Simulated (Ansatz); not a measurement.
Ansatz (an electronic-structure program) input file for B(Et)(OH)2 (C2H7BO2), SMILES CCB(O)O, PBE0-D3(BJ)/def2-SVP. 

Ansatz 0.2 input:
```yaml
crystal:
  periodic: [false, false, false]
  atoms:
    - {symbol: B, position_ang: [-0.05234308, 0.06086987, 0.59441591]}
    - {symbol: C, position_ang: [0.30032403, -0.81737629, -0.69865484]}
    - {symbol: C, position_ang: [0.13866382, -0.07894509, -2.02708214]}
    - {symbol: H, position_ang: [-0.34023285, -1.70443404, -0.71034469]}
    - {symbol: H, position_ang: [1.32633138, -1.18990732, -0.62320646]}
    - {symbol: H, position_ang: [0.80509194, 0.77853292, -2.06386612]}
    - {symbol: H, position_ang: [-0.87978513, 0.28424549, -2.13086367]}
    - {symbol: H, position_ang: [0.36543590, -0.73364314, -2.86675174]}
    - {symbol: O, position_ang: [-0.58399148, 1.28928066, 0.45243208]}
    - {symbol: H, position_ang: [-0.76529078, 1.73210133, 1.28262376]}
    - {symbol: O, position_ang: [0.15679876, -0.39265750, 1.86582871]}
    - {symbol: H, position_ang: [0.53377977, -1.26630146, 1.94866509]}
basis:
  gaussian:
    orbitals: def2-SVP
hamiltonian:
  xc: pbe0
  dispersion: d3bj
relax: {f_tol: 0.002, max_steps: 200}
```

Output:

```
WARN ansatz: RAYON_NUM_THREADS=1 ignored (pool sized by the plan → 1); use --threads N
Functional definition: PBE0
integrals: 0.06 GiB planned
1162 factors; integrals over basis functions are off by at most 3.5e-4 eV
mean field: 0.41 GiB planned
mean field evaluation 1: about -6939.0630 eV, gradient 6.9e1 eV
mean field evaluation 2: about -6934.7199 eV, gradient 8.4e1 eV
mean field evaluation 4: about -6948.6734 eV, gradient 2.6e0 eV
mean field evaluation 8: about -6948.7322 eV, gradient 1.8e-1 eV
mean field evaluation 16: about -6948.7323 eV, gradient 8.6e-5 eV
mean field -6948.73228593 eV, -255.3612014880 hartree, gradient 8.6e-5 eV, S^2 0.000000; 0 other end points of the search recorded, 0 dependent functions left out
the calculation of the forces begins
reference -6948.73231146 eV, -255.3612024262 hartree; 20, 20 occupied and 85, 85 virtual orbitals, 1162 factors
relax step   1: F+E_penalty+E_count = -6948.90259232 eV  Δ(F+E_penalty+E_count) = +0.000e0 eV  max|allowed force component| = 8.768e-1 eV/Å  Δτ_max = 0.0000 Å  (25 SCF iters, accepted)
these checks for a lower state are left out or cut short: starts, cluster_reference, orbital_swaps, neighbouring_geometries, increment
integrals: 0.06 GiB planned
1162 factors; integrals over basis functions are off by at most 3.7e-4 eV
mean field: 0.41 GiB planned
mean field -6948.76594883 eV, -255.3624385768 hartree, gradient 7.9e-6 eV, S^2 0.000000; 0 other end points of the search recorded, 0 dependent functions left out
the calculation of the forces begins
reference -6948.76597431 eV, -255.3624395132 hartree; 20, 20 occupied and 85, 85 virtual orbitals, 1162 factors
relax step   2: F+E_penalty+E_count = -6948.93621862 eV  Δ(F+E_penalty+E_count) = -3.363e-2 eV  max|allowed force component| = 3.762e-1 eV/Å  Δτ_max = 0.0309 Å  (30 SCF iters, accepted)
these checks for a lower state are left out or cut short: starts, cluster_reference, orbital_swaps, neighbouring_geometries, increment
integrals: 0.06 GiB planned
1162 factors; integrals over basis functions are off by at most 3.7e-4 eV
mean field: 0.41 GiB planned
mean field -6948.77277202 eV, -255.3626893245 hartree, gradient 8.0e-6 eV, S^2 0.000000; 0 other end points of the search recorded, 0 dependent functions left out
the calculation of the forces begins
reference -6948.77279745 eV, -255.3626902589 hartree; 20, 20 occupied and 85, 85 virtual orbitals, 1162 factors
relax step   3: F+E_penalty+E_count = -6948.94315290 eV  Δ(F+E_penalty+E_count) = -6.934e-3 eV  max|allowed force component| = 1.026e-1 eV/Å  Δτ_max = 0.0201 Å  (30 SCF iters, accepted)
these checks for a lower state are left out or cut short: starts, cluster_reference, orbital_swaps, neighbouring_geometries, increment
integrals: 0.06 GiB planned
1162 factors; integrals over basis functions are off by at most 3.7e-4 eV
mean field: 0.41 GiB planned
mean field evaluation 32: about -6948.7285 eV, gradient 4.9e-3 eV
mean field -6948.77383611 eV, -255.3627284291 hartree, gradient 8.0e-6 eV, S^2 0.000000; 0 other end points of the search recorded, 0 dependent functions left out
the calculation of the forces begins
reference -6948.77386147 eV, -255.3627293610 hartree; 20, 20 occupied and 85, 85 virtual orbitals, 1162 factors
relax step   4: F+E_penalty+E_count = -6948.94445551 eV  Δ(F+E_penalty+E_count) = -1.303e-3 eV  max|allowed force component| = 8.739e-2 eV/Å  Δτ_max = 0.0257 Å  (30 SCF iters, accepted)
these checks for a lower state are left out or cut short: starts, cluster_reference, orbital_swaps, neighbouring_geometries, increment
integrals: 0.06 GiB planned
1162 factors; integrals over basis functions are off by at most 3.7e-4 eV
mean field: 0.41 GiB planned
mean field -6948.77416849 eV, -255.3627406436 hartree, gradient 2.4e-5 eV, S^2 0.000000; 0 other end points of the search recorded, 0 dependent functions left out
the calculation of the forces begins
reference -6948.77419387 eV, -255.3627415763 hartree; 20, 20 occupied and 85, 85 virtual orbitals, 1162 factors
relax step   5: F+E_penalty+E_count = -6948.94470104 eV  Δ(F+E_penalty+E_count) = -2.455e-4 eV  max|allowed force component| = 3.218e-2 eV/Å  Δτ_max = 0.0103 Å  (23 SCF iters, accepted)
these checks for a lower state are left out or cut short: starts, cluster_reference, orbital_swaps, neighbouring_geometries, increment
integrals: 0.06 GiB planned
1162 factors; integrals over basis functions are off by at most 3.7e-4 eV
mean field: 0.41 GiB planned
[...]
integrals: 0.06 GiB planned
1162 factors; integrals over basis functions are off by at most 3.7e-4 eV
mean field: 0.41 GiB planned
mean field evaluation 64: about -6948.7275 eV, gradient 7.9e-3 eV
mean field -6948.77437448 eV, -255.3627482138 hartree, gradient 7.7e-6 eV, S^2 0.000000; 0 other end points of the search recorded, 0 dependent functions left out
the calculation of the forces begins
reference -6948.77439985 eV, -255.3627491460 hartree; 20, 20 occupied and 85, 85 virtual orbitals, 1162 factors
relax step   9: F+E_penalty+E_count = -6948.94489300 eV  Δ(F+E_penalty+E_count) = -2.628e-5 eV  max|allowed force component| = 2.024e-2 eV/Å  Δτ_max = 0.0294 Å  (29 SCF iters, accepted)
these checks for a lower state are left out or cut short: starts, cluster_reference, orbital_swaps, neighbouring_geometries, increment
integrals: 0.06 GiB planned
1162 factors; integrals over basis functions are off by at most 3.7e-4 eV
mean field: 0.41 GiB planned
mean field -6948.77438149 eV, -255.3627484715 hartree, gradient 1.0e-5 eV, S^2 0.000000; 0 other end points of the search recorded, 0 dependent functions left out
the calculation of the forces begins
reference -6948.77440686 eV, -255.3627494036 hartree; 20, 20 occupied and 85, 85 virtual orbitals, 1162 factors
relax step  10: F+E_penalty+E_count = -6948.94489245 eV  Δ(F+E_penalty+E_count) = +5.551e-7 eV  max|allowed force component| = 2.051e-2 eV/Å  Δτ_max = 0.0114 Å  (23 SCF iters, rejected (line search))
these checks for a lower state are left out or cut short: starts, cluster_reference, orbital_swaps, neighbouring_geometries, increment
integrals: 0.06 GiB planned
1162 factors; integrals over basis functions are off by at most 3.7e-4 eV
mean field: 0.41 GiB planned
mean field -6948.77440527 eV, -255.3627493453 hartree, gradient 2.0e-5 eV, S^2 0.000000; 0 other end points of the search recorded, 0 dependent functions left out
the calculation of the forces begins
reference -6948.77443064 eV, -255.3627502774 hartree; 20, 20 occupied and 85, 85 virtual orbitals, 1162 factors
relax step  11: F+E_penalty+E_count = -6948.94491790 eV  Δ(F+E_penalty+E_count) = -2.489e-5 eV  max|allowed force component| = 8.208e-3 eV/Å  Δτ_max = 0.0056 Å  (22 SCF iters, accepted)
these checks for a lower state are left out or cut short: starts, cluster_reference, orbital_swaps, neighbouring_geometries, increment
integrals: 0.06 GiB planned
1162 factors; integrals over basis functions are off by at most 3.7e-4 eV
mean field: 0.41 GiB planned
mean field -6948.77442170 eV, -255.3627499491 hartree, gradient 7.8e-6 eV, S^2 0.000000; 0 other end points of the search recorded, 0 dependent functions left out
the calculation of the forces begins
reference -6948.77444706 eV, -255.3627508811 hartree; 20, 20 occupied and 85, 85 virtual orbitals, 1162 factors
relax step  12: F+E_penalty+E_count = -6948.94493292 eV  Δ(F+E_penalty+E_count) = -1.503e-5 eV  max|allowed force component| = 5.671e-3 eV/Å  Δτ_max = 0.0173 Å  (30 SCF iters, accepted)
these checks for a lower state are left out or cut short: starts, cluster_reference, orbital_swaps, neighbouring_geometries, increment
integrals: 0.06 GiB planned
1162 factors; integrals over basis functions are off by at most 3.7e-4 eV
mean field: 0.41 GiB planned
mean field -6948.77442544 eV, -255.3627500865 hartree, gradient 2.5e-5 eV, S^2 0.000000; 0 other end points of the search recorded, 0 dependent functions left out
the calculation of the forces begins
reference -6948.77445080 eV, -255.3627510185 hartree; 20, 20 occupied and 85, 85 virtual orbitals, 1162 factors
relax step  13: F+E_penalty+E_count = -6948.94493760 eV  Δ(F+E_penalty+E_count) = -4.676e-6 eV  max|allowed force component| = 6.039e-3 eV/Å  Δτ_max = 0.0118 Å  (22 SCF iters, accepted)
these checks for a lower state are left out or cut short: starts, cluster_reference, orbital_swaps, neighbouring_geometries, increment
integrals: 0.06 GiB planned
1162 factors; integrals over basis functions are off by at most 3.7e-4 eV
mean field: 0.41 GiB planned
mean field evaluation 96: about -6948.7737 eV, gradient 4.2e-1 eV
mean field -6948.77442461 eV, -255.3627500559 hartree, gradient 1.8e-5 eV, S^2 0.000000; 0 other end points of the search recorded, 0 dependent functions left out
the calculation of the forces begins
reference -6948.77444997 eV, -255.3627509878 hartree; 20, 20 occupied and 85, 85 virtual orbitals, 1162 factors
relax step  14: F+E_penalty+E_count = -6948.94493983 eV  Δ(F+E_penalty+E_count) = -2.226e-6 eV  max|allowed force component| = 6.115e-3 eV/Å  Δτ_max = 0.0086 Å  (22 SCF iters, accepted)
these checks for a lower state are left out or cut short: starts, cluster_reference, orbital_swaps, neighbouring_geometries, increment
integrals: 0.06 GiB planned
1162 factors; integrals over basis functions are off by at most 3.7e-4 eV
mean field: 0.41 GiB planned
mean field -6948.77442345 eV, -255.3627500133 hartree, gradient 3.3e-5 eV, S^2 0.000000; 0 other end points of the search recorded, 0 dependent functions left out
the calculation of the forces begins
reference -6948.77444881 eV, -255.3627509452 hartree; 20, 20 occupied and 85, 85 virtual orbitals, 1162 factors
relax step  15: F+E_penalty+E_count = -6948.94494100 eV  Δ(F+E_penalty+E_count) = -1.178e-6 eV  max|allowed force component| = 3.484e-3 eV/Å  Δτ_max = 0.0008 Å  (19 SCF iters, accepted)
these checks for a lower state are left out or cut short: starts, cluster_reference, orbital_swaps, neighbouring_geometries, increment
integrals: 0.06 GiB planned
1162 factors; integrals over basis functions are off by at most 3.7e-4 eV
mean field: 0.41 GiB planned
mean field -6948.77442198 eV, -255.3627499593 hartree, gradient 2.5e-5 eV, S^2 0.000000; 0 other end points of the search recorded, 0 dependent functions left out
the calculation of the forces begins
reference -6948.77444734 eV, -255.3627508912 hartree; 20, 20 occupied and 85, 85 virtual orbitals, 1162 factors
relax step  16: F+E_penalty+E_count = -6948.94494138 eV  Δ(F+E_penalty+E_count) = -3.768e-7 eV  max|allowed force component| = 8.436e-4 eV/Å  Δτ_max = 0.0003 Å  (19 SCF iters, accepted)
integrals: 0.06 GiB planned
1162 factors; integrals over basis functions are off by at most 3.7e-4 eV
mean field: 0.41 GiB planned
mean field -6948.77442198 eV, -255.3627499593 hartree, gradient 2.5e-5 eV, S^2 0.000000; 1 other end points of the search recorded, 0 dependent functions left out
the calculation of the forces begins
reference -6948.77444734 eV, -255.3627508912 hartree; 20, 20 occupied and 85, 85 virtual orbitals, 1162 factors
Total energy: -6948.94496674 eV, -255.3690173636 hartree
Atom 0 at    -0.039552     0.061564     0.589650 Å, force     0.000328     0.000844     0.000518 eV/Å
Atom 1 at     0.323069    -0.793622    -0.688938 Å, force    -0.000316     0.000200    -0.000387 eV/Å
Atom 2 at     0.116068    -0.090835    -2.024407 Å, force     0.000130    -0.000376     0.000445 eV/Å
Atom 3 at    -0.267061    -1.729202    -0.651552 Å, force    -0.000046    -0.000195    -0.000007 eV/Å
Atom 4 at     1.373653    -1.127159    -0.589030 Å, force     0.000109    -0.000054     0.000090 eV/Å
Atom 5 at     0.723356     0.824599    -2.089356 Å, force     0.000081     0.000196    -0.000040 eV/Å
Atom 6 at    -0.932655     0.217141    -2.152335 Å, force    -0.000209     0.000086    -0.000100 eV/Å
Atom 7 at     0.384122    -0.733095    -2.877663 Å, force     0.000008    -0.000012    -0.000057 eV/Å
Atom 8 at    -0.500681     1.331550     0.443618 Å, force     0.000175    -0.000775     0.000502 eV/Å
Atom 9 at    -0.682152     1.737470     1.298935 Å, force    -0.000103     0.000156    -0.000414 eV/Å
Atom 10 at     0.088205    -0.417412     1.866762 Å, force    -0.000250     0.000033    -0.000472 eV/Å
Atom 11 at     0.418411    -1.319234     1.897512 Å, force     0.000094    -0.000104    -0.000076 eV/Å
Dipole moment:     0.082897    -0.244847     0.186121 e Å
```

The calculation finished and met its thresholds.

Cost: roughly 60 core-seconds.
